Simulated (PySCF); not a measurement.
In(F)(Br)(Me) (CH3BrFIn), SMILES [In]([CH3])([Br])[F].

The structure is a stationary point at PBE0-D3(BJ)/def2-SVP. The def2 effective core potentials stand for the cores of In; spin–orbit coupling is left out.

Two levels are set side by side: PBE/def2-TZVP (PySCF) and CAM-B3LYP/def2-TZVP (PySCF). Same geometry, gas phase. Differences are taken from unrounded values.

```json
[
 {"quantity": "orbital gap (eV)", "PBE": "4.32"},
 {"quantity": "highest occupied level (eV)", "PBE": "-7.01"},
 {"quantity": "lowest empty level (eV)", "PBE": "-2.69"},
 {"quantity": "dipole moment (D)", "PBE": "3.83"},
 {"quantity": "mean polarisability (bohr³)", "PBE": "70.1"}
]
```

**Question.** These are the PBE values. What does CAM-B3LYP give? (The exact figures need the calculation; the answer reports its results.)

**Answer.** 
```csv
quantity,CAM-B3LYP,PBE minus CAM-B3LYP
orbital gap (eV),8.69,-4.37
highest occupied level (eV),-9.61,2.60
lowest empty level (eV),-0.92,-1.77
dipole moment (D),3.99,-0.16
mean polarisability (bohr³),66.2,4.0
```

Without exact exchange PBE keeps part of each electron's self-repulsion, which lifts occupied levels and narrows the gap. Loosely held outer electrons make PBE densities more polarisable. Differences between two approximate levels are no errors against the true value.

Rough cost on one machine, each run with all the roots and properties that it gave: CAM-B3LYP against PBE within a factor of 2.
